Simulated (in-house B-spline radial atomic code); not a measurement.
Ionising Ta VI (Ta5+) with different functionals

Computed with a B-spline radial code for spherical atoms: four-component Dirac-Coulomb Hamiltonian, Fermi nucleus of rms radius 5.3507 fm, spin-restricted, spherical fractional occupations for the functionals. The ionisation energy is the difference of two self-consistent energies, [Xe] 4f14 → [Xe] 4f13, without Breit or QED terms; ε is the level of the shell that loses the electron (mean over j). The electron is taken from both j subshells in proportion to 2j + 1, so the result is a j average, not the step between ground levels.

Hybrids are left out here: with spherical fractional occupations of an open shell their exact exchange keeps a self-interaction that integer-occupation calculations don't have.

| method | rung | ΔSCF (eV) | -ε(4f) (eV) |
| --- | --- | --- | --- |
| LDA VWN5 | LDA | 95.48 | 82.57 |
| relativistic LDA | LDA | 95.71 | 82.79 |
| LDA PW92 | LDA | 95.47 | 82.56 |
| LDA exchange-only | LDA | 93.38 | 80.51 |
| PBE | GGA | 95.07 | 82.16 |
| PBEsol | GGA | 95.14 | 82.23 |
| BLYP | GGA | 94.83 | 81.93 |
| RPBE | GGA | 95.00 | 82.09 |
| PW91 | GGA | 95.19 | 82.27 |
| BP86 | GGA | 95.18 | 82.27 |
| AM05 | GGA | 95.22 | 82.31 |
| OLYP | GGA | 95.92 | 82.94 |

Problem. How do they compare with the NIST value?

Solution. NIST lists 94.01 eV ± 0.05 (semi-empirical, ground level to ground level). Errors run from -0.63 to +1.91 eV; BLYP is closest (+0.82 eV), but part of that can be cancellation, since the calculations leave out Breit-QED terms, spin polarisation, the choice among j levels, multiplet and fine-structure energies.
